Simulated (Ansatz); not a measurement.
A nudged elastic band was laid between two geometries of C2H4BClO2 (10 atoms, charge 0, multiplicity 1).

Level of theory: Ansatz 0.2.0, RKS PBE-D4/def2-SVP.

```yaml
movable_images: 8
climbing_image: no
spring: 5.0 eV/Å²
optimiser: quadratic models (default)
start_path: through a guess of the saddle point
force_threshold: 0.05 eV/Å
iteration_limit: 60
end_points: relaxed
```

First end point:

```xyz
10
Properties=species:S:1:pos:R:3
O -1.919 -1.237 1.084
C -0.926 -0.394 0.747
C -0.114 -0.467 -0.342
B 0.981 0.583 -0.583
O 1.165 1.627 0.279
Cl 2.056 0.454 -2.021
H -1.975 -1.939 0.403
H -0.827 0.416 1.491
H -0.256 -1.300 -1.054
H 1.896 2.206 -0.003
```

Last end point:

```xyz
10
Properties=species:S:1:pos:R:3
O -1.044 -1.254 1.510
C -0.633 -0.104 1.057
C -0.485 -0.015 -0.408
B 1.006 0.569 -0.606
O 1.570 1.240 0.414
Cl 1.873 0.354 -2.135
H -1.263 -1.903 0.775
H -1.109 0.839 -0.766
H -0.741 -0.927 -1.008
H 0.910 1.150 1.168
```

**Question.** What changes between the two ends?

**Answer.** Bonds broken: C2–H8. Bonds formed: C3–H8.

**Question.** What energy profile does the band end with?

**Answer.** It converged. The highest image is number 6 of 0 to 9, 259.0 kJ/mol above the first end and 55.8 kJ/mol above the last; the last end lies 203.2 kJ/mol above the first. The profile has 2 maxima (images 2, 6) with wells between them (image 3): this band takes more than one step, which may be the mechanism or a detour left from its start path. Neighbouring images differ by up to 2.1 eV, so the band resolves the path poorly. No image climbed, so the highest image needn't sit at the top of the path. The orbitals stay closed-shell, which can raise the energy where a bond breaks towards radicals; this wasn't checked here.

| image | path coordinate (Å) | energy (kJ/mol) | C2–H8 (Å) | C3–H8 (Å) |
| --- | --- | --- | --- | --- |
| 0 | 0.00 | 0.0 | 1.10 | 2.16 |
| 1 | 0.72 | 29.3 | 1.10 | 2.16 |
| 2 | 1.45 | 29.8 | 1.10 | 2.16 |
| 3 | 2.17 | 14.6 | 1.11 | 2.17 |
| 4 | 2.89 | 44.9 | 1.09 | 2.07 |
| 5 | 3.62 | 250.6 | 1.17 | 1.62 |
| 6 | 4.34 | 259.0 | 1.72 | 1.15 |
| 7 | 5.06 | 225.7 | 2.01 | 1.12 |
| 8 | 5.79 | 210.7 | 2.07 | 1.12 |
| 9 | 6.51 | 203.2 | 2.11 | 1.12 |

**Question.** What is the geometry of the highest image?

**Answer.** 
```xyz
10
Properties=species:S:1:pos:R:3:forces:R:3
O -1.368 -1.631 1.221 0.17 -0.20 -0.02
C -0.383 -0.775 1.126 0.27 -0.30 0.33
C -0.288 -0.118 -0.190 -0.15 0.22 0.25
B 1.067 0.596 -0.618 0.04 -0.07 0.09
O 1.585 1.672 0.016 0.04 -0.01 0.03
Cl 1.968 0.004 -2.029 -0.09 -0.02 0.03
H -1.828 -1.821 0.345 -0.01 0.07 -0.05
H -0.879 0.688 0.375 -0.16 0.17 -0.93
H -0.852 -0.605 -1.040 -0.14 0.21 0.22
H 1.063 1.938 0.796 0.04 -0.07 0.05
```

The run took 4.2 min on 2 threads of AMD EPYC 7R43 64-Core Processor (Zen 3), on a shared host, peak memory 0.16 GiB.
